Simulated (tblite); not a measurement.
C4H6F2GeO2.
SMILES with atom numbers: `[CH2:1]=[C:2]([O:3][C:4]([CH3:5])=[O:6])[GeH:7]([F:8])[F:9]` (hydrogens: H10, H11 on C1; H12, H13, H14 on C5; H15 on Ge7)

Computed with GFN2-xTB (tblite), gas phase: L-BFGS steps from a force-field or distance-geometry start until the largest atomic force falls under 0.01 eV/Å.

Step 62: E = -849.6519 eV
```
atom  x, y, z in Å  |  force x, y, z in eV/Å
C1      1.1132   -1.8456   -1.1036    0.007   0.003  -0.006
C2      0.6600   -0.7737   -0.4733   -0.001  -0.018   0.009
O3     -0.6864   -0.5280   -0.4261   -0.001  -0.005   0.000
C4     -1.1030    0.5017    0.3241    0.013  -0.009   0.019
C5     -2.5914    0.6479    0.2928   -0.004   0.006   0.000
O6     -0.3531    1.1984    0.9596    0.002  -0.014  -0.042
Ge7     1.9429    0.5200    0.3760   -0.014   0.040   0.005
F8      1.8689    2.1380   -0.2771    0.002  -0.012   0.014
F9      2.0206    0.6028    2.1155   -0.004  -0.012  -0.017
H10     0.4554   -2.5508   -1.5854   -0.006   0.016   0.015
H11     2.1717   -2.0331   -1.1450    0.002   0.005  -0.005
H12    -2.9652    0.4832   -0.7136    0.004  -0.002  -0.012
H13    -2.8684    1.6338    0.6517   -0.011   0.011   0.009
H14    -3.0284   -0.1062    0.9454   -0.014  -0.001   0.011
H15     3.3586    0.1196    0.0373    0.026  -0.009   0.000
```

Step 63: E = -849.6522 eV
```
atom  x, y, z in Å  |  force x, y, z in eV/Å
C1      1.1134   -1.8422   -1.1067    0.003   0.007  -0.011
C2      0.6600   -0.7722   -0.4732    0.001  -0.027   0.013
O3     -0.6870   -0.5302   -0.4220    0.007   0.013   0.002
C4     -1.1032    0.5052    0.3209    0.012  -0.002   0.027
C5     -2.5928    0.6448    0.2962   -0.005   0.003   0.003
O6     -0.3529    1.2116    0.9454   -0.011  -0.034  -0.059
Ge7     1.9446    0.5190    0.3774   -0.013   0.036   0.001
F8      1.8827    2.1338   -0.2843    0.005  -0.014   0.014
F9      2.0114    0.6103    2.1164   -0.006  -0.010  -0.007
H10     0.4550   -2.5443   -1.5918   -0.008   0.007   0.018
H11     2.1716   -2.0306   -1.1492    0.004   0.010  -0.006
H12    -2.9710    0.4783   -0.7084    0.011  -0.001  -0.015
H13    -2.8722    1.6300    0.6555   -0.011   0.009   0.011
H14    -3.0245   -0.1116    0.9498   -0.007   0.006   0.012
H15     3.3605    0.1061    0.0523    0.017  -0.003  -0.003
```

Step 64: E = -849.6524 eV
```
atom  x, y, z in Å  |  force x, y, z in eV/Å
C1      1.1133   -1.8392   -1.1100    0.003   0.005  -0.012
C2      0.6599   -0.7717   -0.4728    0.004  -0.021   0.019
O3     -0.6876   -0.5327   -0.4183    0.009   0.020   0.005
C4     -1.1035    0.5077    0.3178    0.015   0.011   0.024
C5     -2.5939    0.6421    0.2994   -0.005   0.001   0.005
O6     -0.3519    1.2234    0.9306   -0.028  -0.047  -0.063
Ge7     1.9455    0.5187    0.3789   -0.008   0.014  -0.007
F8      1.8957    2.1296   -0.2900    0.006  -0.004   0.010
F9      2.0033    0.6171    2.1170   -0.009  -0.007   0.007
H10     0.4542   -2.5384   -1.5981   -0.010  -0.002   0.018
H11     2.1712   -2.0284   -1.1527    0.008   0.012  -0.010
H12    -2.9764    0.4741   -0.7037    0.019   0.002  -0.008
H13    -2.8754    1.6266    0.6594   -0.009   0.001   0.010
H14    -3.0210   -0.1164    0.9542   -0.001   0.014   0.010
H15     3.3622    0.0956    0.0667    0.007   0.001  -0.007
```

Step 65: E = -849.6525 eV
```
atom  x, y, z in Å  |  force x, y, z in eV/Å
C1      1.1134   -1.8376   -1.1124    0.002   0.006  -0.008
C2      0.6601   -0.7719   -0.4722    0.005  -0.011   0.020
O3     -0.6877   -0.5343   -0.4160    0.006   0.013   0.001
C4     -1.1037    0.5089    0.3157   -0.002   0.007   0.008
C5     -2.5949    0.6407    0.3015   -0.003  -0.003   0.005
O6     -0.3513    1.2299    0.9206   -0.017  -0.027  -0.041
Ge7     1.9461    0.5187    0.3798    0.001  -0.010  -0.009
F8      1.9035    2.1266   -0.2936    0.005   0.009   0.006
F9      1.9976    0.6206    2.1176   -0.011  -0.004   0.013
H10     0.4535   -2.5350   -1.6015   -0.010  -0.009   0.015
H11     2.1712   -2.0271   -1.1551    0.010   0.012  -0.013
H12    -2.9796    0.4720   -0.7009    0.022   0.003   0.000
H13    -2.8776    1.6250    0.6621   -0.003  -0.008   0.006
H14    -3.0189   -0.1189    0.9572    0.002   0.019   0.005
H15     3.3639    0.0904    0.0754   -0.006   0.004  -0.007
```

Q: Estimate the geometry and energy of step 66. (The exact step hangs on the optimiser's Hessian estimate; all steps are aligned on step 65, rigid shifts and turns removed.)

A: E = -849.6527 eV, largest force 0.028 eV/Å
```
atom  x, y, z in Å  |  force x, y, z in eV/Å
C1      1.1133   -1.8364   -1.1150    0.002   0.002  -0.003
C2      0.6602   -0.7728   -0.4713    0.004   0.000   0.015
O3     -0.6879   -0.5364   -0.4144    0.001   0.005   0.001
C4     -1.1037    0.5099    0.3127   -0.004   0.009   0.001
C5     -2.5953    0.6396    0.3037   -0.001  -0.004   0.002
O6     -0.3499    1.2361    0.9091   -0.015  -0.010  -0.021
Ge7     1.9461    0.5186    0.3813    0.007  -0.026  -0.008
F8      1.9107    2.1239   -0.2963    0.005   0.018   0.002
F9      1.9911    0.6244    2.1195   -0.013  -0.004   0.011
H10     0.4525   -2.5322   -1.6052   -0.007  -0.012   0.013
H11     2.1710   -2.0264   -1.1578    0.010   0.011  -0.015
H12    -2.9823    0.4703   -0.6979    0.020   0.004   0.005
H13    -2.8794    1.6232    0.6654    0.004  -0.013   0.001
H14    -3.0158   -0.1208    0.9608    0.001   0.016   0.002
H15     3.3651    0.0869    0.0837   -0.015   0.004  -0.006
```

The energy changes by -0.0002 eV. The first-order estimate −F·Δx gives -0.0002 eV and the mean of the old and new forces, exact on a quadratic surface, -0.0002 eV. The step makes an angle of 83° with the force vector and moves no atom by more than 0.013 Å.

What follows is the cost of the whole relaxation. Time: 1.0 s wall. Hardware: one thread of an Arm Neoverse N1, no GPU (shared host).
